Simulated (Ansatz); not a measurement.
`[NH2][Al]([F])[SH]` + `C[O][Mg][OH]` → `[NH2][Al]([OH])[SH]` + `C[O][Mg][F]`  (redistribution)

Computed with Ansatz on PBE0-D4/def2-TZVP structures; ΔE is electronic, products minus reactants. CCSD(T)/CBS adds triple-zeta CCSD(T) − MP2 to the extrapolated MP2 energy (def2 sets, frozen cores). DFT in def2-TZVPP. B3LYP here is the variant with VWN-RPA as its local correlation; programs differ in this. HSE06 is defined as in plane-wave codes. For Mg outer-core shells are correlated without core-valence functions, which leaves a few kJ/mol of doubt a bond. Each species was taken in one conformer, which may not be the lowest.

```csv
level,ΔE (kcal/mol),difference from CCSD(T)/CBS
LDA (SPW92),-2.2,-0.5
revPBE-D4,-3.2,-1.5
BLYP-D4,-2.7,-1.0
r2SCAN-D4,-2.1,-0.4
B97M-V,-2.3,-0.6
PBE0-D4,-2.5,-0.8
B3LYP-D4,-2.4,-0.7
r2SCANh-D4,-2.1,-0.4
r2SCAN0-D4,-2.0,-0.3
HSE06-D4,-2.5,-0.8
BHLYP-D4,-2.1,-0.4
CAM-B3LYP-D4,-2.1,-0.4
ωB97X-V,-2.4,-0.7
ωB97M-V,-2.2,-0.5
PBE-QIDH,-2.2,-0.5
PBE,-2.6,-0.9
revPBE,-2.6,-0.9
BLYP,-2.2,-0.5
r2SCAN,-2.0,-0.3
PBE0,-2.3,-0.6
B3LYP,-2.0,-0.3
r2SCANh,-2.0,-0.3
HSE06,-2.3,-0.6
BHLYP,-1.8,-0.1
CAM-B3LYP,-1.9,-0.2
LC-ωPBE,-2.4,-0.7
RPA@PBE/def2-TZVPP,-1.8,-0.1
HF/def2-SVP,-2.0,-0.3
MP2/def2-SVP,-2.3,-0.6
CCSD/def2-SVP,-2.2,-0.5
CCSD(T)/def2-SVP,-2.3,-0.6
HF/def2-TZVPP,-1.5,0.2
MP2/def2-TZVPP,-1.9,-0.2
SCS-MP2/def2-TZVPP,-1.8,-0.1
CCSD(T)/def2-TZVPP,-1.9,-0.2
HF/def2-QZVPP,-1.9,-0.2
MP2/def2-QZVPP,-1.9,-0.2
SCS-MP2/def2-QZVPP,-1.8,-0.1
HF/CBS(def2),-2.0,-0.3
CCSD/CBS(def2),-1.5,0.2
CCSD(T)/CBS,-1.7,0
```

Largest T1 diagnostic among the species: 0.012.

Leaving LDA and LC-ωPBE aside and taking each functional with its dispersion term where it has one, the values, not all of them listed here, spread over 1.2 kcal/mol, from revPBE-D4 to B2PLYP.
